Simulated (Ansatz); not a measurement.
System: sum formula GeSiH3, net charge 0, doublet state. It need not be the lowest isomer of its formula. 
Coordinates optimised at B3LYP-D3(BJ)/def2-TZVP (Ansatz, a first-principles code):
SMILES: [SiH]=[GeH2]
```xyz
5

Si    -1.5762    -0.0277     0.5324
Ge     0.6453     0.0510    -0.2122
H     -1.7271    -1.4159    -0.0718
H      1.6007    -1.1368    -0.4970
H      1.5447     1.3070    -0.0926
```
Charge 0, spin multiplicity 2.

Basis-set convergence of Hartree-Fock and CCSD(T) correlation energies (hartree) with Ansatz. Valence correlation only, unless marked. Open shells are spin-unrestricted. No spin-orbit coupling. Frozen are the shells of the preceding noble gas and the d and f shells that filled before the atom's block. Non-relativistic.

The UHF reference is spin-contaminated (<S^2> 0.23 over the pure value in the largest basis). The T1 diagnostic of CCSD in the largest basis is 0.051, which is high, so the coupled-cluster rows are less sure than usual.

```csv
basis,functions,E(HF),"E(corr, CCSD(T))"
def2-SVP,65,-2365.60909,-0.21177
def2-TZVPP,132,(withheld),(withheld)
```

Problem. Complete the blanks.

Solution. 
- def2-TZVPP, E(HF): -2365.97515
- def2-TZVPP, E(corr, CCSD(T)): -0.25450
